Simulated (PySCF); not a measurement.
F₃GeH₃Si, SMILES F[Si](F)(F)[GeH3].

Geometry: ωB97X-D3(BJ)/def2-SVP. This is a generated structure with no PubChem entry under its InChIKey; it may be hypothetical.

Computed with B3LYP/def2-TZVP (PySCF).

### Question
Estimate the frontier levels, gap, dipole moment and polarisability. (Estimate from the structure and the level; the computed values follow.)

### Answer

The highest occupied level is -9.20 eV and the lowest empty level comes out as -0.36 eV. The orbital gap is 8.84 eV. The dipole moment is 2.24 D and the quadrupole, principal values (traceless, Buckingham form, about the centre of nuclear charge) comes out as -0.08, -0.08, 0.16 D·Å. The mean static polarisability is 53.5 bohr³ (7.92 Å³) and the polarisability, principal values is 49.9, 49.9, 60.7 bohr³.
